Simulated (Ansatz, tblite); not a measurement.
Forces on BeCl₂ at its r2SCAN-D4/def2-TZVP geometry. Total charge 0; singlet.

The xTB rows come from tblite.

GFN1-xTB (tblite), largest force 0.32 eV/Å:

```xyz
3
positions Å, forces eV/Å
Be    0.000    0.000    0.000    0.000    0.000    0.000
Cl   -1.467   -0.563    0.886   -0.257   -0.099    0.155
Cl    1.467    0.563   -0.886    0.257    0.099   -0.155
```

GFN2-xTB (tblite), largest force 0.66 eV/Å:

```
Be 0.000 0.000 0.000
Cl 0.539 0.207 -0.325
Cl -0.539 -0.206 0.325
```

r2SCAN-D4/def2-TZVP (Ansatz), largest force 0.00 eV/Å:

```
Be 0.000 0.000 0.000
Cl 0.000 0.000 0.000
Cl 0.000 0.000 0.000
```
